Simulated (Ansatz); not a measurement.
# Molecular dynamics of CF$_{4}$

Input file:

```yaml
accuracy: low
crystal:
  lattice:
    - [8.995883, 0.0, 0.0]
    - [0.0, 8.995883, 0.0]
    - [0.0, 0.0, 8.995883]
  atoms:
    - { symbol: C, position: [0.70723068, 0.59238954, 0.65855941] }
    - { symbol: F, position: [0.83440686, 0.6638769, 0.68777326] }
    - { symbol: F, position: [0.66942369, 0.50830485, 0.77523944] }
    - { symbol: F, position: [0.60007991, 0.6915724, 0.63160308] }
    - { symbol: F, position: [0.72566994, 0.50540909, 0.53920637] }
    - { symbol: C, position: [0.09585687, 0.46082635, 0.42502039] }
    - { symbol: F, position: [0.11778484, 0.51122623, 0.56308865] }
    - { symbol: F, position: [0.03261391, 0.32640541, 0.43046049] }
    - { symbol: F, position: [0.00628641, 0.55424769, 0.35169852] }
    - { symbol: F, position: [0.2264009, 0.45139955, 0.35456821] }
    - { symbol: C, position: [0.79337412, 0.7404141, 0.09589952] }
    - { symbol: F, position: [0.90498437, 0.83893738, 0.09340029] }
    - { symbol: F, position: [0.73407801, 0.73637536, 0.23198926] }
    - { symbol: F, position: [0.68937034, 0.7813946, -0.00207523] }
    - { symbol: F, position: [0.84529754, 0.60594358, 0.06003632] }
    - { symbol: C, position: [0.37013753, 0.17684988, 0.7683419] }
    - { symbol: F, position: [0.34521618, 0.23672295, 0.90207912] }
    - { symbol: F, position: [0.34334493, 0.03022708, 0.77354418] }
    - { symbol: F, position: [0.28033053, 0.24090528, 0.66877859] }
    - { symbol: F, position: [0.51200253, 0.19944871, 0.72831508] }
    - { symbol: C, position: [0.17161747, 0.96772137, 0.32327728] }
    - { symbol: F, position: [0.26937689, 1.03163874, 0.41509996] }
    - { symbol: F, position: [0.19154732, 0.82010658, 0.32577409] }
    - { symbol: F, position: [0.03329071, 1.00001279, 0.36767838] }
    - { symbol: F, position: [0.19301353, 1.01854727, 0.1849379] }
    - { symbol: C, position: [0.27769822, 0.65616506, -0.04488114] }
    - { symbol: F, position: [0.37253666, 0.72987181, 0.0424834] }
    - { symbol: F, position: [0.2011745, 0.55840697, 0.03671358] }
    - { symbol: F, position: [0.184007, 0.75231862, -0.10849026] }
    - { symbol: F, position: [0.35342531, 0.58388042, -0.15041895] }
    - { symbol: C, position: [0.59974335, 0.21271837, 0.2876033] }
    - { symbol: F, position: [0.64049117, 0.08075172, 0.34304962] }
    - { symbol: F, position: [0.72089082, 0.29283403, 0.2564182] }
    - { symbol: F, position: [0.52073477, 0.19166168, 0.16329614] }
    - { symbol: F, position: [0.51678836, 0.2851939, 0.38711952] }
    - { symbol: C, position: [0.89281921, 0.15861565, 0.84116932] }
    - { symbol: F, position: [0.89021905, 0.21423764, 0.70335046] }
    - { symbol: F, position: [0.77933948, 0.06462463, 0.8585879] }
    - { symbol: F, position: [1.02091564, 0.08613724, 0.86286806] }
    - { symbol: F, position: [0.88135853, 0.26927749, 0.93978349] }
basis:
  ecutwfc: 420.0
kpoints:
  mp_grid: { grid: [1, 1, 1] }
hamiltonian:
  xc: pbe
scf:
  occupations: { method: fermi_dirac, width: 0.02 }
  lower_state_search: "off"
md:
  timestep: 1
  n_steps: 300
  ensemble: nvt_langevin
  temperature: 300.0
  initial_velocities: maxwell_boltzmann
  seed: 916735
  friction: 0.02
```

Command:

```bash
$ ansatz run input.yaml --threads 2 --pin off --max-ram 5120MiB --backend cpu --events-out ev --progress --plain --runs-dir out
```

It starts from a partly relaxed structure (largest force component 0.25 eV/Å).

Output, in part (step lines):

```
md step     0: t =     0.00 fs  T =   292.5 K  F+E_penalty+E_count = -27861.61454628 eV  E_kin = 1.512342 eV  (8 SCF iters)
md step     1: t =     1.00 fs  T =   273.6 K  F+E_penalty+E_count = -27861.59046100 eV  E_kin = 1.414367 eV  (7 SCF iters)
md step     2: t =     2.00 fs  T =   254.7 K  F+E_penalty+E_count = -27861.52933839 eV  E_kin = 1.316904 eV  (7 SCF iters)
md step     3: t =     3.00 fs  T =   226.6 K  F+E_penalty+E_count = -27861.44384795 eV  E_kin = 1.171429 eV  (7 SCF iters)
md step     4: t =     4.00 fs  T =   203.2 K  F+E_penalty+E_count = -27861.34964880 eV  E_kin = 1.050607 eV  (7 SCF iters)
md step     5: t =     5.00 fs  T =   190.5 K  F+E_penalty+E_count = -27861.25562770 eV  E_kin = 0.985063 eV  (5 SCF iters)
md step     6: t =     6.00 fs  T =   175.8 K  F+E_penalty+E_count = -27861.17432297 eV  E_kin = 0.908983 eV  (6 SCF iters)
md step     7: t =     7.00 fs  T =   155.8 K  F+E_penalty+E_count = -27861.11215297 eV  E_kin = 0.805383 eV  (5 SCF iters)
[... lines left out ...]
```

The steps, from the saved trajectory:

```json
{"time (fs)": "0", "T (K)": "292", "potential energy less start (eV)": "0.000"}
{"time (fs)": "10", "T (K)": "169", "potential energy less start (eV)": "0.570"}
{"time (fs)": "20", "T (K)": "161", "potential energy less start (eV)": "0.834"}
{"time (fs)": "30", "T (K)": "249", "potential energy less start (eV)": "0.519"}
{"time (fs)": "40", "T (K)": "191", "potential energy less start (eV)": "0.676"}
{"time (fs)": "50", "T (K)": "223", "potential energy less start (eV)": "0.953"}
{"time (fs)": "60", "T (K)": "245", "potential energy less start (eV)": "0.876"}
{"time (fs)": "70", "T (K)": "234", "potential energy less start (eV)": "1.056"}
{"time (fs)": "80", "T (K)": "300", "potential energy less start (eV)": "0.834"}
{"time (fs)": "90", "T (K)": "309", "potential energy less start (eV)": "1.122"}
{"time (fs)": "100", "T (K)": "361", "potential energy less start (eV)": "1.161"}
{"time (fs)": "110", "T (K)": "307", "potential energy less start (eV)": "1.169"}
{"time (fs)": "120", "T (K)": "293", "potential energy less start (eV)": "1.285"}
{"time (fs)": "130", "T (K)": "367", "potential energy less start (eV)": "0.960"}
{"time (fs)": "140", "T (K)": "361", "potential energy less start (eV)": "1.106"}
{"time (fs)": "150", "T (K)": "354", "potential energy less start (eV)": "1.124"}
{"time (fs)": "160", "T (K)": "399", "potential energy less start (eV)": "1.046"}
{"time (fs)": "170", "T (K)": "329", "potential energy less start (eV)": "1.167"}
{"time (fs)": "180", "T (K)": "351", "potential energy less start (eV)": "1.118"}
{"time (fs)": "190", "T (K)": "308", "potential energy less start (eV)": "1.183"}
{"time (fs)": "200", "T (K)": "286", "potential energy less start (eV)": "1.104"}
{"time (fs)": "210", "T (K)": "323", "potential energy less start (eV)": "1.037"}
{"time (fs)": "220", "T (K)": "308", "potential energy less start (eV)": "0.995"}
{"time (fs)": "230", "T (K)": "251", "potential energy less start (eV)": "1.234"}
{"time (fs)": "240", "T (K)": "239", "potential energy less start (eV)": "1.289"}
{"time (fs)": "250", "T (K)": "331", "potential energy less start (eV)": "0.955"}
{"time (fs)": "260", "T (K)": "302", "potential energy less start (eV)": "0.850"}
{"time (fs)": "270", "T (K)": "216", "potential energy less start (eV)": "1.281"}
{"time (fs)": "280", "T (K)": "254", "potential energy less start (eV)": "1.119"}
{"time (fs)": "290", "T (K)": "282", "potential energy less start (eV)": "0.919"}
{"time (fs)": "300", "T (K)": "276", "potential energy less start (eV)": "1.011"}
```

All steps were run. A run of 0.3 ps of so small a system gives no equilibrium averages. Limits of this set-up: coarse k mesh, low accuracy level.

Mean squared displacements from the first frame to the last, about the centre of mass: C 0.15 Å², F 0.32 Å².

Last frame:

```xyz
40
Lattice="8.9959 0.0000 0.0000 0.0000 8.9959 0.0000 0.0000 0.0000 8.9959" Properties=species:S:1:pos:R:3
C 6.371 5.488 6.036
F 7.517 6.175 5.908
F 6.465 4.673 7.123
F 5.292 6.270 6.160
F 6.137 4.699 4.979
C 0.837 3.973 3.601
F 0.580 4.434 4.859
F 0.605 2.686 3.617
F 0.065 4.605 2.721
F 2.123 4.171 3.244
C 6.691 6.398 1.183
F 7.766 7.247 1.082
F 6.412 6.217 2.458
F 5.648 6.854 0.567
F 7.136 5.231 0.600
C 3.438 1.661 6.928
F 3.052 2.431 7.909
F 3.273 0.317 7.203
F 2.583 1.978 5.856
F 4.733 1.866 6.698
C 1.573 8.561 3.138
F 2.728 9.199 3.525
F 1.631 7.322 3.638
F 0.561 9.249 3.640
F 1.512 8.515 1.779
C 1.997 6.077 -0.431
F 2.918 7.129 -0.345
F 1.753 5.498 0.731
F 0.832 6.532 -0.876
F 2.550 5.190 -1.306
C 5.412 1.835 2.345
F 5.514 0.522 2.557
F 6.605 2.425 2.384
F 4.821 2.070 1.215
F 4.734 2.393 3.407
C 8.353 1.854 7.595
F 7.800 2.166 6.377
F 7.455 1.145 8.323
F 9.431 1.149 7.525
F 8.639 3.022 8.204
```

Run time: 15 min on 2 threads of Intel(R) Xeon(R) CPU @ 2.80GHz (Skylake/Cascade Lake) (shared host), peak memory 0.8 GiB.
